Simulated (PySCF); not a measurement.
Precursor series Cd Cl-Br. All species are isolated molecules in the gas phase.

The LUMO from two functionals at the same geometries (PBE-D3(BJ)/def2-SVP), both in PySCF: PBE-D3(BJ)/def2-TZVP and B3LYP-D3(BJ)/def2-TZVP. B3LYP has the VWN-RPA correlation part, as in Gaussian. 

| species | PBE-D3(BJ)/def2-TZVP (eV) |
|---|---|
| 0 of 2 Cl replaced by Br | -3.22 |
| 1 of 2 Cl replaced by Br ([Cd(Cl)(Br)]) | -3.23 |
| 2 of 2 Cl replaced by Br ([Cd(Br)2]) | -3.25 |

**Question.** What does B3LYP-D3(BJ)/def2-TZVP give for each?

**Answer.** 
- 0 of 2 Cl replaced by Br: -2.66
- 1 of 2 Cl replaced by Br ([Cd(Cl)(Br)]): -2.69
- 2 of 2 Cl replaced by Br ([Cd(Br)2]): -2.71
Over these rows, drawn at random from the members with no instability flagged (it was tested for open shells, ions and some series alone), PBE minus B3LYP-D3(BJ): mean -0.55 eV, from -0.56 eV to -0.53 eV.
